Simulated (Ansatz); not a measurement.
Reactions of CH₅GaO₂S (`C[O][Ga]([OH])[SH]`).

Gas-phase electronic energies from Ansatz, PBE0-D4/def2-TZVP geometries. CCSD(T)/CBS is the MP2 limit (def2-TZVPP, def2-QZVPP) plus CCSD(T) − MP2 in def2-TZVPP, frozen cores. This one scheme is used for every species. Double bonds are as drawn, so ΔE can hold a change between cis and trans. Functionals use def2-TZVPP. B3LYP here is the variant with VWN-RPA as its local correlation; programs differ in this. For Ga outer-core shells are correlated without core-valence functions, which leaves a few kJ/mol of doubt a bond. Scalar relativity is left out up to krypton. Each species was taken in one conformer, which may not be the lowest.

```csv
reaction,CCSD(T)/CBS(def2) (kcal/mol)
`C[O][Ga]([OH])[SH]` + `[SiH3]/N=C\S` → `C[O][Ga]([SH])[SH]` + `O/C=N/[SiH3]`,-14.2
`C[O][Ga]([OH])[SH]` + `C[SiH3]` → `C[O][Ga]([OH])[CH2][SiH3]` + H₂S,?
`C[O][Ga]([OH])[SH]` + CH₃OH → `C[O][Ga]([OH])[O]C` + H₂S,9.7
`C[O][Ga]([OH])[SH]` → `[OH][GaH][SH]` + `C=O`,?
`C[O][Ga]([OH])[SH]` + `OB(Cl)Cl` → `[OH][Ga]([SH])[Cl]` + `COB(O)Cl`,-27.6
`C[O][Ga]([OH])[SH]` + `FCS` → `C[O][Ga]([F])[SH]` + `OCS`,-4.2
```

Task: Fill in the missing values. (An estimate is asked.)

Result: Computed: `C[O][Ga]([OH])[SH]` + `C[SiH3]` → `C[O][Ga]([OH])[CH2][SiH3]` + H₂S: +18.8 kcal/mol; `C[O][Ga]([OH])[SH]` → `[OH][GaH][SH]` + `C=O`: +37.8 kcal/mol.

Largest T1 diagnostic: 0.015, for `C=O`.
